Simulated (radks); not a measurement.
Problem. Species: neutral boron. Configuration: [He] 2s2 3s1 (not the ground configuration). Method: scalar-relativistic Kohn-Sham, r2SCAN, spin-polarised, spherical densities, finite nucleus; open shells are filled with parallel spins first; meta-GGA in the generalised Kohn-Sham scheme; Fermi nuclear charge, rms radius 2.406 fm; computed with a radial shooting solver on a logarithmic mesh with Libxc functionals. Some entries of the table are withheld. Estimate them.

orbital  occ.  eigenvalue (eV)  <r> (bohr)  r(max) (bohr)
1s up       1        -191.7487      0.3275         0.2104
1s down     1        -191.6968      0.3276         0.2105
2s up       1              (1)         (2)          1.450
2s down     1              (3)         (4)          1.461
3s up       1          -2.0319         (5)          5.604

Solution. 
(1) 2s up eigenvalue (eV): -14.9803
(2) 2s up <r> (bohr): 1.793
(3) 2s down eigenvalue (eV): -14.9137
(4) 2s down <r> (bohr): 1.817
(5) 3s up <r> (bohr): 6.380
